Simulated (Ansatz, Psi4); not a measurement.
Psi4 was given this input:
```
memory 2 GB

molecule {
0 1
  Ga    0.00000529    0.00007777    0.00001707
  C    -1.41606143   -1.46777541   -0.15992464
  H    -1.48153476   -1.83989675   -1.18661644
  H    -2.40675752   -1.08845087    0.10745406
  H    -1.19263554   -2.31657722    0.49209008
  C    -0.18761026    1.72486456   -1.08412653
  H     0.68547600    1.88408692   -1.72381582
  H    -0.26582509    2.59518349   -0.42578806
  H    -1.07487761    1.70536745   -1.72277656
  C     1.60364150   -0.25727270    1.24402790
  H     2.25803039    0.61864670    1.24542668
  H     2.20028467   -1.12270684    0.94083315
  H     1.27785633   -0.43696259    2.27280363
}

set basis def2-svp
set scf_type pk
set puream true
set d_convergence 1e-8
set dft_radial_points 99
set dft_spherical_points 590

energy('revpbe')
print_variables()
```

Task: Give the equivalent Ansatz (an electronic-structure program) input.

Result: Several could match; the one computed here: 
Ansatz 0.2 input:
```yaml
crystal:
  periodic: [false, false, false]
  atoms:
    - {symbol: Ga, position_ang: [0.00000529, 0.00007777, 0.00001707]}
    - {symbol: C, position_ang: [-1.41606143, -1.46777541, -0.15992464]}
    - {symbol: H, position_ang: [-1.48153476, -1.83989675, -1.18661644]}
    - {symbol: H, position_ang: [-2.40675752, -1.08845087, 0.10745406]}
    - {symbol: H, position_ang: [-1.19263554, -2.31657722, 0.49209008]}
    - {symbol: C, position_ang: [-0.18761026, 1.72486456, -1.08412653]}
    - {symbol: H, position_ang: [0.68547600, 1.88408692, -1.72381582]}
    - {symbol: H, position_ang: [-0.26582509, 2.59518349, -0.42578806]}
    - {symbol: H, position_ang: [-1.07487761, 1.70536745, -1.72277656]}
    - {symbol: C, position_ang: [1.60364150, -0.25727270, 1.24402790]}
    - {symbol: H, position_ang: [2.25803039, 0.61864670, 1.24542668]}
    - {symbol: H, position_ang: [2.20028467, -1.12270684, 0.94083315]}
    - {symbol: H, position_ang: [1.27785633, -0.43696259, 2.27280363]}
basis:
  gaussian:
    orbitals: def2-SVP
hamiltonian:
  xc: revpbe
accuracy: high
```

Both were run: Psi4 gave -2044.076011 Eh and Ansatz -2044.076013 Eh, 0.002 mEh apart.
